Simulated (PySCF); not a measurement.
Input for PySCF: R-HF/STO-3G on CH7PSi (SMILES C[SiH2]P), a point of a torsion scan.

```python
from pyscf import gto, scf, dft, mp
from pyscf.data.elements import chemcore

mol = gto.M(
    atom='''
    C    -1.17265065    0.65933451   -0.07364530
    Si   -0.09819739   -0.90297879    0.10959392
    P     2.10283689   -0.44968677    0.15306623
    H    -2.22857185    0.40788607   -0.09261575
    H    -1.01201853    1.35067837    0.74999790
    H    -0.94199887    1.18752604   -0.99558717
    H    -0.42225025   -1.59653148    1.36090465
    H    -0.31489726   -1.79504590   -1.03454460
    H     2.02630838    0.67723108   -0.64423094
    H     2.05248522    0.30583159    1.31023761
    ''',
    basis='sto-3g',
    charge=0, spin=0, verbose=3, max_memory=1800)
mf = scf.RHF(mol)
mf.conv_tol = 1e-8
mf.max_cycle = 100
mf.kernel()
if not mf.converged:
    mf = mf.newton().run(mf.mo_coeff, mf.mo_occ)
```

The log:

```
converged SCF energy = -664.01826675416
```

The run converged.

Cost: about 0.3 core-seconds (a rough figure).
